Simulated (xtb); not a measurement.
xtb input (GFN1-xTB):

```bash
xtb mol.xyz --gfn 1 --sp --chrg -1 --uhf 0
```
mol.xyz:
```
10

Si     0.06708357    -0.10995064    -0.06784733
C     -1.79940607     0.20667418     0.01284857
O      0.59601424    -1.35201267    -0.84997448
O      0.65193432     1.36863554    -0.67677319
O      0.49729219    -0.11802575     1.57954865
H     -2.31260600    -0.63555119     0.48491456
H     -2.21141503     0.33725419    -0.99152264
H     -2.02435739     1.10824031     0.59146129
H      1.32528174     1.14452846    -1.32623896
H      1.11843709    -0.84398483     1.69174908
```

Output:

```
           -------------------------------------------------
          |                Calculation Setup                |
           -------------------------------------------------

           -------------------------------------------------
          |                 G F N 1 - x T B                 |
           -------------------------------------------------

        Reference                      10.1021/acs.jctc.7b00118
      * Hamiltonian:
        H0-scaling (s, p, d)           1.850000    2.250000    2.000000
        zeta-weighting                 0.000000
      * Dispersion:
        s8                             2.400000
        a1                             0.630000
        a2                             5.000000
        s9                             0.000000
      * Repulsion:
        kExp                           1.500000
        rExp                           1.000000
      * Coulomb:
        alpha                          2.000000
        third order                    atomic
        anisotropic                    false
      * Halogen bond correction:
        rad-scale                      1.300000
        damping                        0.440000

          ...................................................
          :                      SETUP                      :
          :.................................................:
          :  # basis functions                  36          :
          :  # atomic orbitals                  35          :
          :  # shells                           21          :
          :  # electrons                        32          :
          :  # halogen bonds                     0          :
          :  max. iterations                   250          :
          :  Hamiltonian                  GFN1-xTB          :
          :  restarted?                      false          :
          :  GBSA solvation                  false          :
          :  PC potential                    false          :
          :  electronic temp.          300.0000000     K    :
          :  accuracy                    1.0000000          :
          :  -> integral cutoff          0.2500000E+02      :
          :  -> integral neglect         0.1000000E-07      :
          :  -> SCF convergence          0.1000000E-05 Eh   :
          :  -> wf. convergence          0.2000000E-04 e    :
          :  Broyden damping             0.4000000          :
          :  net charge                         -1          :
          :  unpaired electrons                  0          :
          ...................................................

 iter      E             dE          RMSdq      gap      omega  full diag
   1    -21.3181621 -0.213182E+02  0.802E+00    7.82       0.0  T
   2    -21.3339350 -0.157729E-01  0.480E+00    7.63       1.0  T
   3    -21.3224963  0.114388E-01  0.996E-01    7.75       1.0  T
   4    -21.3361515 -0.136552E-01  0.193E-01    7.74       1.0  T
   5    -21.3365264 -0.374979E-03  0.588E-02    7.74       1.0  T
   6    -21.3365347 -0.830699E-05  0.878E-03    7.74       3.6  T
   7    -21.3365353 -0.538974E-06  0.293E-03    7.74      10.8  T
   8    -21.3365354 -0.107431E-06  0.104E-03    7.74      30.4  T
   9    -21.3365354 -0.146395E-07  0.364E-04    7.74      86.8  T
  10    -21.3365354 -0.184111E-08  0.340E-05    7.74     928.8  T
  11    -21.3365354 -0.163212E-10  0.783E-06    7.74    4038.0  T

   *** convergence criteria satisfied after 11 iterations ***

         #    Occupation            Energy/Eh            Energy/eV
      -------------------------------------------------------------
         1        2.0000           -0.5340272             -14.5316
       ...           ...                  ...                  ...
        10        2.0000           -0.3046986              -8.2913
        11        2.0000           -0.3007814              -8.1847
        12        2.0000           -0.2767766              -7.5315
        13        2.0000           -0.2612052              -7.1078
        14        2.0000           -0.2396541              -6.5213
        15        2.0000           -0.2348607              -6.3909
        16        2.0000           -0.2191534              -5.9635 (HOMO)
        17                          0.0653010               1.7769 (LUMO)
        18                          0.0802258               2.1831
        19                          0.0947417               2.5781
        20                          0.1236360               3.3643
        21                          0.1249318               3.3996
       ...                                ...                  ...
        35                          1.5976825              43.4752
      -------------------------------------------------------------
                  HL-Gap            0.2844544 Eh            7.7404 eV
             Fermi-level           -0.0769262 Eh           -2.0933 eV

 SCC (total)                   0 d,  0 h,  0 min,  0.008 sec
 SCC setup                      ...        0 min,  0.000 sec (  0.910%)
 Dispersion                     ...        0 min,  0.000 sec (  0.350%)
 classical contributions        ...        0 min,  0.000 sec (  0.213%)
 integral evaluation            ...        0 min,  0.002 sec ( 24.555%)
 iterations                     ...        0 min,  0.002 sec ( 29.084%)
 molecular gradient             ...        0 min,  0.003 sec ( 43.641%)
 printout                       ...        0 min,  0.000 sec (  1.056%)

         :::::::::::::::::::::::::::::::::::::::::::::::::::::
         ::                     SUMMARY                     ::
         :::::::::::::::::::::::::::::::::::::::::::::::::::::
         :: total energy             -21.196047070199 Eh    ::
         :: gradient norm              0.033084625579 Eh/a0 ::
         :: HOMO-LUMO gap              7.740397899314 eV    ::
         ::.................................................::
         :: SCC energy               -21.336535401994 Eh    ::
         :: -> electrostatic           0.283729475908 Eh    ::
         :: repulsion energy           0.143402637903 Eh    ::
         :: dispersion energy         -0.002914306108 Eh    ::
         :: halogen bond corr.         0.000000000000 Eh    ::
         :: add. restraining           0.000000000000 Eh    ::
         :: total charge              -1.000000000000 e     ::
         :::::::::::::::::::::::::::::::::::::::::::::::::::::

           -------------------------------------------------
          |                Property Printout                |
           -------------------------------------------------

    * Orbital Energies and Occupations

         #    Occupation            Energy/Eh            Energy/eV
      -------------------------------------------------------------
         1        2.0000           -0.5340272             -14.5316
       ...           ...                  ...                  ...
         4        2.0000           -0.4133325             -11.2473
         5        2.0000           -0.3890940             -10.5878
         6        2.0000           -0.3717008             -10.1145
         7        2.0000           -0.3355445              -9.1306
         8        2.0000           -0.3190953              -8.6830
         9        2.0000           -0.3158754              -8.5954
        10        2.0000           -0.3046986              -8.2913
        11        2.0000           -0.3007814              -8.1847
        12        2.0000           -0.2767766              -7.5315
        13        2.0000           -0.2612052              -7.1078
        14        2.0000           -0.2396541              -6.5213
        15        2.0000           -0.2348607              -6.3909
        16        2.0000           -0.2191534              -5.9635 (HOMO)
Note: The following floating-point exceptions are signalling: IEEE_DENORMAL
normal termination of xtb
        17                          0.0653010               1.7769 (LUMO)
        18                          0.0802258               2.1831
        19                          0.0947417               2.5781
        20                          0.1236360               3.3643
        21                          0.1249318               3.3996
        22                          0.2207643               6.0073
        23                          0.2210913               6.0162
        24                          0.2628566               7.1527
        25                          0.3819487              10.3934
        26                          0.4301998              11.7063
        27                          0.4417036              12.0194
       ...                                ...                  ...
        35                          1.5976825              43.4752
      -------------------------------------------------------------
                  HL-Gap            0.2844544 Eh            7.7404 eV
             Fermi-level           -0.0769262 Eh           -2.0933 eV

  Mulliken/CM5 charges         n(s)   n(p)   n(d)
     1Si    0.43315  0.35617   0.847  1.568  1.152
     2C    -0.15660 -0.26293   0.987  3.169  0.000
     3O    -0.65755 -0.66645   1.695  4.963  0.000
     4O    -0.59426 -0.76549   1.677  4.918  0.000
     5O    -0.59426 -0.76549   1.677  4.918  0.000
     6H    -0.01685  0.03862   1.017  0.000  0.000
     7H    -0.01685  0.03862   1.017  0.000  0.000
     8H    -0.00805  0.04792   1.008  0.000  0.000
     9H     0.30564  0.48952   0.694  0.000  0.000
    10H     0.30564  0.48952   0.694  0.000  0.000

Wiberg/Mayer (AO) data.
largest (>0.10) Wiberg bond orders for each atom

 ---------------------------------------------------------------------------
     #   Z sym  total        # sym  WBO       # sym  WBO       # sym  WBO
 ---------------------------------------------------------------------------
     1  14 Si   5.245 --     3 O    1.940     5 O    1.118     4 O    1.118
                             2 C    0.949
     2   6 C    3.923 --     6 H    0.972     7 H    0.972     8 H    0.970
                             1 Si   0.949
     3   8 O    2.081 --     1 Si   1.940
     4   8 O    2.072 --     1 Si   1.118     9 H    0.878
     5   8 O    2.072 --     1 Si   1.118    10 H    0.878
     6   1 H    1.010 --     2 C    0.972
     7   1 H    1.010 --     2 C    0.972
     8   1 H    1.007 --     2 C    0.970
     9   1 H    0.931 --     4 O    0.878
    10   1 H    0.931 --     5 O    0.878
 ---------------------------------------------------------------------------

Topologies differ in total number of bonds
Writing topology from bond orders to xtbtopo.mol

 dipole moment from electron density (au)
     X       Y       Z
   0.0730   0.5336   0.3566  total (Debye):    1.642

           -------------------------------------------------
          | TOTAL ENERGY              -21.196047070199 Eh   |
          | GRADIENT NORM               0.033084625579 Eh/α |
          | HOMO-LUMO GAP               7.740397899314 eV   |
           -------------------------------------------------

------------------------------------------------------------------------
------------------------------------------------------------------------
 total:
 SCF:
```

It need not be the lowest isomer of its formula. Whether it binds its extra electron was not tested at this geometry.
